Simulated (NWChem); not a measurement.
# CuH$_{2}$OF; SMILES [OH2]->[Cu][F]

Program: NWChem. Each level has its own optimisation; frequencies are unscaled.

```json
[
 {"level": "LDA (Slater exchange, VWN5)/def2-SVP", "r Cu–F (Å)": "1.703", "r Cu–O (Å)": "1.860", "r H–O (Å)": "0.981", "highest harmonic frequency (cm⁻¹)": "3714", "lowest (cm⁻¹)": "167", "zero-point energy (kcal/mol)": "16.3", "dipole (D)": "7.30"},
 {"level": "BLYP/def2-SVP", "r Cu–F (Å)": "1.750", "r Cu–O (Å)": "(withheld)", "r H–O (Å)": "0.981", "highest harmonic frequency (cm⁻¹)": "(withheld)", "lowest (cm⁻¹)": "151", "zero-point energy (kcal/mol)": "16.0", "dipole (D)": "7.29"},
 {"level": "PBE0/def2-SVP", "r Cu–F (Å)": "1.744", "r Cu–O (Å)": "1.933", "r H–O (Å)": "0.966", "highest harmonic frequency (cm⁻¹)": "3926", "lowest (cm⁻¹)": "148", "zero-point energy (kcal/mol)": "16.8", "dipole (D)": "8.07"}
]
```

**Question.** Some entries are withheld; supply them.

**Answer.** 
- BLYP/def2-SVP, r Cu–O (Å): 1.949
- BLYP/def2-SVP, highest harmonic frequency (cm⁻¹): 3667
